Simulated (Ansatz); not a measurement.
Reaction (substitution at a C–B bond): `CBS[SiH2]C` + `CNP` → `CN(C)P` + `BS[SiH2]C`

Computed with Ansatz on PBE0-D4/def2-TZVP structures; ΔE is electronic, products minus reactants. CCSD(T)/CBS is the MP2 limit (def2-TZVPP, def2-QZVPP) plus CCSD(T) − MP2 in def2-TZVPP, frozen cores. Functionals use def2-TZVPP. Each species was taken in one conformer, which may not be the lowest.

`CBS[SiH2]C`:

Z-matrix (Å, degrees):
```
C
B 1 1.557
H 1 1.097 2 109.6
H 1 1.091 2 115.0 3 -122.8
H 1 1.097 2 109.4 3 114.8
S 2 1.790 1 120.8 3 123.6
H 2 1.200 1 120.5 3 -56.7
Si 6 2.155 2 99.8 1 -179.2
C 8 1.863 6 111.3 2 68.9
H 8 1.485 6 108.9 2 -53.9
H 8 1.486 6 105.5 2 -170.8
H 9 1.093 8 110.4 6 178.8
H 9 1.092 8 110.7 6 58.7
H 9 1.092 8 110.5 6 -61.4
```

`CNP`:

```xyz
9

C    -0.640   -0.488    0.948
N     0.467   -0.198    0.060
P     0.424    1.250   -0.827
H    -0.928    0.427    1.469
H    -0.334   -1.219    1.701
H    -1.533   -0.877    0.438
H     0.826   -1.017   -0.406
H     1.775    1.266   -1.264
H    -0.057    0.857   -2.120
```

`CN(C)P`:

Cartesian coordinates in Å:
```
C -0.281 1.280 -0.681
N 0.184 -0.052 -0.357
C -0.820 -0.876 0.272
P 1.803 -0.165 0.151
H -0.603 1.850 0.204
H -1.134 1.217 -1.365
H 0.513 1.840 -1.176
H -1.737 -0.867 -0.326
H -1.073 -0.533 1.288
H -0.468 -1.906 0.341
H 1.682 -0.210 1.584
H 1.935 -1.577 0.065
```

`BS[SiH2]C`:

Z-matrix (Å, degrees):
```
Si
S 1 2.163
C 1 1.863 2 108.1
H 1 1.485 2 108.5 3 120.8
H 1 1.485 2 108.5 3 -120.8
B 2 1.773 1 100.0 3 179.6
H 3 1.092 1 110.8 2 -60.1
H 3 1.093 1 110.3 2 -180.0
H 3 1.092 1 110.9 2 60.2
H 6 1.195 2 121.3 1 0.0
H 6 1.193 2 117.1 1 -180.0
```

(1) Is it downhill or uphill in electronic energy at CCSD(T)/CBS, and by how much? (An estimate is asked.)

(2) What do these levels give: LDA (SPW92), PBE-D4, ωB97M-V, PBE0, LC-ωPBE, CCSD(T)/def2-SVP? (Best estimate.)

Largest T1 diagnostic among the species: 0.013.

## Answers

(1) Computed: Uphill: ΔE = +16.7 kcal/mol.

(2) Computed: LDA (SPW92) 16.7, PBE-D4 17.1, ωB97M-V 17.1, PBE0 17.8, LC-ωPBE 17.9, CCSD(T)/def2-SVP 14.0 kcal/mol.

The D4 term adds −0.7 kcal/mol with B3LYP and −0.3 kcal/mol with PBE0; it sums over pairs of atoms, weighted by their polarisabilities, and B3LYP, whose exchange is more repulsive, gets the larger term. Leaving LDA and LC-ωPBE aside and taking each functional with its dispersion term where it has one, the values, not all of them listed here, spread over 2.4 kcal/mol, from BLYP-D4 to B97M-V. LDA lies −0.8 kcal/mol from PBE without D4. At CCSD(T), def2-SVP lies −2.6 kcal/mol from the extrapolated value and def2-TZVPP −0.6 kcal/mol.

B3LYP here is the variant with VWN-RPA as its local correlation; programs differ in this.
